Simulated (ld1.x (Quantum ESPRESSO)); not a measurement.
**Varying the TM potential for gold**

Base potential:

| Item | Value |
| --- | --- |
| Element | Au (Z = 79) |
| Generator | ld1.x (Quantum ESPRESSO) 7.5 |
| Type | norm-conserving Troullier–Martins (Kleinman–Bylander form) |
| Functional | PBE |
| Relativity | scalar-relativistic |
| Frozen core | [Xe] 4f14 |
| Valence charge | 11 |
| Reference configuration | 5d10 6s1 6p0 |
| Partial waves | 6s (bound): rc 2.10 bohr; 5d (bound): rc 1.55 bohr; 6p (bound, empty): rc 2.55 bohr |
| Local potential | the p channel |
| Core correction | Bessel-smoothed model core, default radius (core density twice the valence density) |

All-electron outer shells of the reference configuration (PBE, scalar-relativistic, ld1.x):

```json
{"shell": "4f", "level (eV)": "-81.12", "outermost node (bohr)": "–", "outermost maximum (bohr)": "0.37"}
{"shell": "5p", "level (eV)": "-59.78", "outermost node (bohr)": "0.52", "outermost maximum (bohr)": "0.96"}
{"shell": "5d", "level (eV)": "-6.88", "outermost node (bohr)": "0.56", "outermost maximum (bohr)": "1.21"}
{"shell": "6s", "level (eV)": "-5.76", "outermost node (bohr)": "1.11", "outermost maximum (bohr)": "2.32"}
{"shell": "6p", "level (eV)": "-0.77", "outermost node (bohr)": "1.32", "outermost maximum (bohr)": "3.64"}
```

Cutoffs, loose and tight: the cutoffs (Ry, on a coarse ladder) from which the occupation-weighted sum of valence levels, in a spherical-Bessel basis at the reference potential, stays within 10 and 1 mRy of its value at 400 Ry. They do not see the model core or the augmentation charge, which bear on the density cutoff. Test errors are all-electron minus pseudo excitation energies from the reference, over the configurations 5d10 6s0 6p0; 5d9 6s0 6p0; 5d8 6s0 6p0; 5d9 6s2 6p0; 5d9 6s1 6p0; 5d10 6s0 6p1; 5d9 6s1 6p1. A dash means not determined; rows that change the core or the reference have their own tests.

A true bound ghost makes a file unfit for plane-wave use even where its test errors are small: the radial tests pick states by their node count and pass the ghost by.

| change | outcome | cutoff, loose | cutoff, tight | bound ghosts | largest test error (meV) |
| --- | --- | --- | --- | --- | --- |
| base | generated | 45 Ry | 70 Ry | none | -661 |
| all radii but the core radius scaled by about 0.78 (s 1.64, p 2.00, d 1.22 bohr) | generated | 60 Ry | 90 Ry | s | -553 |
| all radii but the core radius scaled by about 0.83 (s 1.74, p 2.10, d 1.28 bohr) | generated | 70 Ry | 90 Ry | s | -566 |
| all radii but the core radius scaled by about 0.92 (s 1.92, p 2.34, d 1.42 bohr) | generated | 45 Ry | 80 Ry | none | -654 |
| all radii but the core radius scaled by about 1.13 (s 2.38, p 2.88, d 1.76 bohr) | generated | 45 Ry | 70 Ry | none | -661 |
| all radii but the core radius scaled by about 1.21 (s 2.54, p 3.08, d 1.88 bohr) | generated | 45 Ry | 60 Ry | none | -681 |
| all radii but the core radius scaled by about 1.27 (s 2.66, p 3.24, d 1.96 bohr) | generated | 45 Ry | 70 Ry | none | -707 |
| all radii but the core radius scaled by about 1.36 (s 2.86, p 3.48, d 2.12 bohr) | generated | 40 Ry | 60 Ry | none | -766 |

Reading the sweep of the scale of all radii but the core radius (base = 1) (base included, trends over the rows without a ghost): The loose cutoff stays near 45 Ry. The median size of the test errors (rows with all tests solved) is not monotonic: lowest 16.8 meV at 0.92, highest 97.2 meV at 1.13. Bound ghosts are found at 0.78, 0.83.
